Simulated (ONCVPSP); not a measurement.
# Pseudopotential generation for V: ONCV, PBE, scalar-relativistic.

ONCVPSP 4.0.1 input, shortened (lines: element, Z, core and valence counts, functional; n l f; lmax; l rc ep ncon nbas qcut; lloc lpopt rc5 dvloc0; l nproj debl; icmod fcfact rcfact), PBE, scalar-relativistic:

```
  V 23.00    3    4        4      upf
    1    0    2.00
    2    0    2.00
    2    1    6.00
    3    0    2.00
    3    1    6.00
    3    2    4.00
    4    0    1.00
    2
    0    1.35    0.00    3    7   10.50
    1    0.90    0.00    5    8   10.40
    2    2.05    0.00    3    7    6.80
    4    5    0.60    0.00
    0    2    1.20
    1    3    3.90
    2    3    1.80
    1    0.35    0.00
```

All-electron outer shells of the reference configuration (PBE, scalar-relativistic, ld1.x):

| shell | level (eV) | outermost node (bohr) | outermost maximum (bohr) |
| --- | --- | --- | --- |
| 2p | -499.08 | – | 0.21 |
| 3s | -66.58 | 0.38 | 0.82 |
| 3p | -40.53 | 0.35 | 0.85 |
| 4s | -3.87 | 1.18 | 2.90 |
| 3d | -2.43 | – | 0.92 |

What the tests gave:

- Cutoffs needed: 45 Ha and 59 Ha (the cutoffs (Ha) at which the residual kinetic energy of the hardest occupied pseudo-wave falls to 1 and 0.1 mHa per electron)
- Ghost test: ghosts flagged at negative energy: p at -352.3 eV; GHOST(+) flagged for s at 248.4 eV; a true bound ghost makes a file unfit for plane-wave use
- Configuration tests: 2 of 4 tests not solved or not reliable
- rms error of d²Exc/dni dnj: 1.50 mHa without and 0.85 mHa with the model core

Generation and tests took about 4.1 s on one core of a shared server CPU.
